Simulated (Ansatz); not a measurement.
Geometry optimisation, Ansatz, RKS PBE-D4/def2-SVP.

The input (input.yaml):

```yaml
crystal:
  periodic: [false, false, false]
  atoms:
    - { symbol: C, position_ang: [-0.375, 1.0551, 1.4235] }
    - { symbol: C, position_ang: [0.0046, -0.3636, 1.3818] }
    - { symbol: Si, position_ang: [-0.4258, -1.1602, -0.2788] }
    - { symbol: Cl, position_ang: [-2.3824, -1.0794, -0.6208] }
    - { symbol: Sn, position_ang: [0.8218, 0.0201, -2.1369] }
    - { symbol: H, position_ang: [-1.5196, 1.2004, 1.2509] }
    - { symbol: H, position_ang: [0.1361, 1.6806, 0.6316] }
    - { symbol: H, position_ang: [-0.1378, 1.5554, 2.3947] }
    - { symbol: H, position_ang: [-0.5107, -0.9016, 2.2298] }
    - { symbol: H, position_ang: [1.1054, -0.4263, 1.5778] }
    - { symbol: H, position_ang: [0.0314, -2.5656, -0.2119] }
    - { symbol: H, position_ang: [2.5609, -0.0132, -1.7905] }
    - { symbol: H, position_ang: [0.2336, 1.7188, -2.1973] }
    - { symbol: H, position_ang: [0.4446, -0.7497, -3.625] }
basis:
  gaussian: { orbitals: def2-SVP }
hamiltonian:
  xc: pbe
  dispersion: d4
relax:
  f_tol: 0.015
  max_steps: 40
```

Launched with:

```bash
$ ansatz run input.yaml --threads 2 --pin off --max-ram 3072MiB --backend cpu --events-out ev --progress --plain --runs-dir out
```

Question: Where does it end, and by what steps?

Answer: The forces met the threshold. The force dipped under the threshold on the way, but the program's further checks kept it going. After 7 steps the energy has fallen by 0.382 eV; H12 moved furthest, 0.23 Å.

```json
{"step": "0", "energy less start (eV)": "0.0000", "largest force component (eV/Å)": "2.674", "accepted": "yes"}
{"step": "1", "energy less start (eV)": "-0.3183", "largest force component (eV/Å)": "1.015", "accepted": "yes"}
{"step": "2", "energy less start (eV)": "-0.3735", "largest force component (eV/Å)": "0.450", "accepted": "yes"}
{"step": "3", "energy less start (eV)": "-0.3790", "largest force component (eV/Å)": "0.104", "accepted": "yes"}
{"step": "4", "energy less start (eV)": "-0.3800", "largest force component (eV/Å)": "0.057", "accepted": "yes"}
{"step": "5", "energy less start (eV)": "-0.3809", "largest force component (eV/Å)": "0.020", "accepted": "yes"}
{"step": "6", "energy less start (eV)": "-0.3815", "largest force component (eV/Å)": "0.008", "accepted": "yes"}
{"step": "7", "energy less start (eV)": "-0.3816", "largest force component (eV/Å)": "0.006", "accepted": "yes"}
```

```xyz
14
Properties=species:S:1:pos:R:3
C -0.422 1.129 1.510
C -0.004 -0.344 1.430
Si -0.337 -1.169 -0.241
Cl -2.404 -1.058 -0.630
Sn 0.842 0.013 -2.219
H -1.500 1.250 1.283
H 0.139 1.756 0.786
H -0.241 1.549 2.520
H -0.538 -0.950 2.196
H 1.082 -0.471 1.640
H 0.027 -2.629 -0.182
H 2.563 0.028 -2.020
H 0.306 1.652 -2.340
H 0.474 -0.784 -3.706
```

Run time: 26 s on 2 threads of Arm Neoverse V2, with other jobs on the host, peak memory 0.19 GiB.
